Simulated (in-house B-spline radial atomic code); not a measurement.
# Sn5+: 2s2 2p6 3s2 3p6 3d10 4s2 4p6 4d10 5s1 (with a hole in an inner shell)

Level of theory: Dirac-Hartree-Fock, average of configuration, Fermi nucleus of rms radius 4.6519 fm; calculated with a radial B-spline atomic code at the basis-set limit.

Z_r = [3n² - l(l+1)]/(2<r>); Z_e = n√(-2ε); the last column is Slater's effective charge. Values are occupation-weighted means over j.

| shell | electrons | ε (eV) | <r> (bohr) | Z_r | Z_e | Slater |
| --- | --- | --- | --- | --- | --- | --- |
| 2s | 2 | -4922.7 | 0.1216 | 49.35 | 38.04 | 47.55 |
| 2p | 6 | -4522.8 | 0.1053 | 47.50 | 36.46 | 47.55 |
| 3s | 2 | -1069.3 | 0.3249 | 41.55 | 26.60 | 40.75 |
| 3p | 6 | -919.67 | 0.3197 | 39.10 | 24.66 | 40.75 |
| 3d | 10 | -665.09 | 0.2952 | 35.57 | 20.97 | 30.85 |
| 4s | 2 | -245.56 | 0.7761 | 30.92 | 16.99 | 24.25 |
| 4p | 6 | -194.27 | 0.8224 | 27.97 | 15.11 | 24.25 |
| 4d | 10 | -110.78 | 0.9477 | 22.16 | 11.41 | 12.85 |
| 5s | 1 | -68.25 | 1.872 | 20.03 | 11.20 | 8.70 |

The least bound orbital is 5s1/2 at -68.25 eV, and it is also the most diffuse (<r> = 1.872 bohr).

Spin-orbit splittings of the orbital energies (j = l + 1/2 above j = l - 1/2 when positive): 2p 264.8 eV, 3p 50.77 eV, 3d 10.94 eV, 4p 9.764 eV, 4d 1.608 eV.
